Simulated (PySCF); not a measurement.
C₃H₈BF. Atoms are numbered in the order given.

```xyz
13

B      0.2486     0.2211     0.4441
F      0.6026    -1.0037     0.8880
C      0.6929     1.4523     1.3186
H      1.8010     1.4682     1.4091
H      0.3123     1.3405     2.3570
H      0.3610     2.4321     0.9251
C     -0.5700     0.3238    -0.8985
C     -0.9021    -0.9816    -1.6263
H     -0.0082     1.0255    -1.5604
H     -1.4956     0.9002    -0.6588
H     -1.4987    -1.6617    -0.9849
H      0.0180    -1.5343    -1.9054
H     -1.4809    -0.8088    -2.5563
```

The structure is a stationary point at PBE-D3(BJ)/def2-SVP. One conformer was computed; it need not be the lowest.

Calculation: PySCF with PBE-D3(BJ)/def2-SVP.

Frequencies are harmonic and unscaled.

A small imaginary wavenumber (i) marks a very flat motion, where grid noise or a shallow saddle decides the sign.

List the normal modes with their intensities. (An estimate is asked for; the answer gives what the named calculation found.)


```
mode  ν (cm⁻¹)  IR (km/mol)  moving atoms (share of kinetic energy)
----  --------  -----------  --------------------------------------
1          20i          0.6                  H 73 %, C 16 %, F 10 %
2           73          0.7                          H 79 %, C 19 %
3          180          1.1                  C 38 %, F 31 %, H 25 %
4          193          0.2                          H 81 %, C 15 %
5          318          2.2                  C 38 %, H 31 %, F 27 %
6          372          0.0                          H 59 %, B 35 %
7          476          3.4           C 52 %, H 21 %, F 18 %, B 9 %
8          597          1.6                          H 75 %, C 20 %
9          681          0.0                  C 51 %, H 29 %, F 18 %
10         820         26.1                  H 68 %, B 18 %, C 13 %
11         828          2.1                  H 59 %, C 27 %, F 14 %
12         946          9.7                          H 78 %, C 19 %
13         974          9.2                  H 58 %, B 21 %, C 20 %
14        1022         19.9                  C 58 %, H 24 %, B 17 %
15        1094         66.8                  H 50 %, B 31 %, C 19 %
16        1203          1.0                          H 80 %, C 19 %
17        1232         35.4                  H 62 %, C 17 %, B 15 %
18        1301        171.7                  H 34 %, B 33 %, C 24 %
19        1320        143.5                  H 40 %, C 29 %, B 28 %
20        1352         28.1                  H 72 %, C 14 %, B 12 %
21        1364          0.1                          H 80 %, C 18 %
22        1385          3.5                                  H 93 %
23        1386          7.3                                  H 89 %
24        1426         20.4                                  H 93 %
25        1427          5.4                                  H 97 %
26        2941         24.3                                  H 94 %
27        2968          0.3                                  H 97 %
28        2971          6.6                           H 91 %, C 9 %
29        2973         30.7                                  H 97 %
30        3043          3.3                           H 91 %, C 9 %
31        3055         21.5                           H 91 %, C 9 %
32        3060         19.5                           H 91 %, C 9 %
33        3083         10.5                           H 91 %, C 9 %
```
